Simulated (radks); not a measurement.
Numerical settings for the lead ion Pb+, [Hg] 6p1. All-electron calculation, scalar-relativistic Kohn-Sham, SCAN, spin-polarised, spherical densities, finite nucleus; open shells are filled with parallel spins first (spin-orbit coupling, left out, can overturn this in heavy ions); meta-GGA in the generalised Kohn-Sham scheme; Fermi nuclear charge, rms radius 5.5012 fm. Program: a radial shooting solver on a logarithmic mesh with Libxc functionals. The defaults (mesh step 0.008 in ln r, mesh end at 40 bohr or more with all orbitals vanishing there, Anderson mixing 0.5 over 9 steps, residual threshold near 1e-9 with the energy settled to 1e-9 hartree or 1e-11 of itself, here a cap of 92 iterations) give E = -20879.019 hartree and 6p at -10.363 eV in 12 iterations. Run on one thread of a shared host, so times are rough (Intel(R) Xeon(R) 6975P-C): 0.24 s of CPU time, 0.24 s wall, 12 iterations on 2360 mesh points. One setting is changed at a time: mesh step in ln r 0.02; mesh step in ln r 0.003; mesh step in ln r 0.12; mesh end (bohr) 12; mesh end (bohr) 5; residual threshold 0.01; residual threshold 0.1; mixing 0.01; linear mixing, mixing 1; linear mixing, mixing 0.5; mixing history 3; iteration cap 8. Which runs fail to converge, and which converge to a wrong energy?

Answer. Not converged within the cap: mesh step in ln r 0.12; linear mixing, mixing 1; iteration cap 8. Settings that end as converged yet miss the energy by more than 1 mhartree: mesh step in ln r 0.02 (-0.0134 hartree); mesh end (bohr) 5 (+0.0596 hartree).
